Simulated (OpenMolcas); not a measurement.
## Bi I: CASPT2 settings compared

| Item | Value |
| --- | --- |
| Program | OpenMolcas 26.06 |
| Basis | ANO-R1 [7s6p4d2f] |
| Scalar Hamiltonian | X2C, finite nucleus |
| Active space | 5 electrons in 8 orbitals (6s 6p 7s 7p) |
| State averaging | 2S+1 = 4 odd, 1 root; 2S+1 = 2 odd, 8 roots kept (CI in the orbitals of an earlier block); 2S+1 = 4 even, 3 roots (0 in the spin-orbit step) |
| Spin-orbit coupling | state interaction with AMFI integrals over the reference wave functions, term energies averaged over their components |

Methods on the same reference wave functions:
A. CASSCF
B. SS-CASPT2, IPEA 0.1 Eh, no level shift (closed shells correlated: none)
C. SS-CASPT2, IPEA 0.6 Eh, no level shift (closed shells correlated: 5d)
D. XMS-CASPT2, IPEA 0.75 Eh, imaginary shift 0.2 Eh (closed shells correlated: 5d)

Energies in cm-1 above 6s2 6p3 4S* 3/2, the measured ground level; measured values from NIST Handbook of Basic Atomic Spectroscopic Data.

```json
{"Level": "6s2 6p3 4S* 3/2", "A": "0.0", "B": "0.0", "C": "0.0", "D": "0.0", "Measured": "0.0"}
{"Level": "6s2 6p3 2D* 3/2 [68 %]", "A": "11950", "B": "11580", "C": "11700", "D": "11590", "Measured": "11419"}
{"Level": "6s2 6p3 2D* 5/2", "A": "16564", "B": "15910", "C": "15940", "D": "15810", "Measured": "15438"}
{"Level": "6s2 6p3 2P* 1/2", "A": "22460", "B": "23000", "C": "23890", "D": "23770", "Measured": "21661"}
{"Level": "6s2 6p3 2P* 3/2 [67 %]", "A": "30572", "B": "30770", "C": "31370", "D": "31260", "Measured": "33165"}
```

Deviations, from unrounded energies. A percentage is the sum of absolute deviations over the sum of measured energies, with the sign that they share, or ± where signs differ.

```
                        Against measurement  Levels     A     B     C     D
             mean absolute deviation (cm-1)       4  1300  1100  1200  1100
other terms of the ground configuration (%)       4  ±6.2  ±5.4  ±5.9  ±5.6
```

B, D lie about equally close to measurement and A furthest from it. The largest miss of B in the table is 6s2 6p3 2P* 3/2 [67 %], by -2400 cm-1. The ranking rests on the paired levels alone, and a cruder setting can come out closer through cancelling errors.

Among B to D the level of the table that moves most is 6s2 6p3 2P* 1/2, by 880 cm-1 (lowest in B, highest in C). Moves below CASPT2's spread within the term are not significant.

The mean deviations of B to D differ by less than CASPT2's widest spread within a term (310 cm-1), so their order carries little weight.

From A to B the spin-free energies of the other terms of 6s2 6p3 shown, above 4S*, scale by factors of 0.95 to 1.03.

The lowest spin-free term lies below A's lowest term by 0.030 hartree in B, 0.350 hartree in C, 0.348 hartree in D.

Term energies are means over components that CASPT2 splits; among the terms shown or strongly mixed into the levels shown the widest spread is 310 cm-1 (6s2 6p3 2D*, D). Some high roots are left out of the spin-orbit mixing, which shifts the levels that they would mix with. Terms from blocks run as CI alone lack orbitals of their own. Active for correlation alone: 7p 7s; no level in the range computed is led by a configuration that fills them, so any true level of that kind is missing. Spin-orbit splittings of 6p shells tend to come out small when the coupling is added on scalar orbitals. Measured partners are found by configuration, term and J. A level has none where our copy of the source lacks it or the pairing is in doubt (some pairs that miss far off the trend of their configuration count as doubtful), and it then counts in no deviation. Levels of configurations outside the active space are missing.

A share in square brackets marks a mixed level and gives the weight of the term that names it, the lowest over the columns. * marks odd parity.
